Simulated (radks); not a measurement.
Species: Tl I. Configuration: [Hg] 7d1 (not the ground configuration). Method: Dirac Kohn-Sham, LDA (Slater exchange, Perdew-Wang correlation), spin-unpolarised, spherical densities, point nucleus; open shells fill j = l - 1/2 first; computed with a radial shooting solver on a logarithmic mesh with Libxc functionals.

X-ray form factor f0, the Fourier transform of the density (f0(0) = 81):

sin(theta)/lambda (1/angstrom)  f0 (electrons)
0.05                                    79.131
0.1                                     76.500
0.15                                    72.906
0.2                                     68.881
0.25                                    64.823
0.3                                     60.950
0.4                                     54.044
0.5                                     48.268
0.6                                     43.434
0.8                                     35.722
1                                       29.663
1.25                                    23.805
1.5                                     19.688
2                                       15.142
